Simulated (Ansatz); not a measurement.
`C[CH2][Sn]([OH])([Br])[N](C)C` → `CCBr` + `C[N](C)[Sn][OH]`  (stannylene formation by 1,1-elimination)

Isolated molecules relaxed with PBE0-D4/def2-TZVP in Ansatz; ΔE leaves out vibrations. CCSD(T)/CBS is the MP2 limit (def2-TZVPP, def2-QZVPP) plus CCSD(T) − MP2 in def2-TZVPP, frozen cores. DFT in def2-TZVPP. B3LYP here is the variant with VWN-RPA as its local correlation; programs differ in this. def2 core potentials past Kr. For Br, Sn outer-core shells are correlated without core-valence functions, which leaves a few kJ/mol of doubt a bond. Scalar relativity is left out up to krypton. One conformer a species, not always the lowest.

Problem. Is it downhill or uphill in electronic energy at CCSD(T)/CBS, and by how much? (An estimate is asked.)

Solution. Ansatz gave: Uphill: ΔE = +117.8 kJ/mol.

Problem. What do these levels give: PBE-QIDH, PBE, B3LYP, RPA@PBE/def2-TZVPP, HF/def2-TZVPP, MP2/def2-TZVPP? (Estimate.)

Solution. Computed: PBE-QIDH 118.5, PBE 71.5, B3LYP 62.3, RPA@PBE/def2-TZVPP 96.9, HF/def2-TZVPP 103.9, MP2/def2-TZVPP 114.0 kJ/mol.

Largest T1 diagnostic among the species: 0.017.

Leaving LDA and LC-ωPBE aside and taking each functional with its dispersion term where it has one, the values, not all of them listed here, spread over 56.4 kJ/mol, from BLYP-D4 to PBE-QIDH. LDA lies +28.5 kJ/mol from PBE without D4. From r2SCAN to r2SCAN0 (25 % exact exchange), in def2-TZVPP and without D4, ΔE moves by +11.6 kJ/mol.
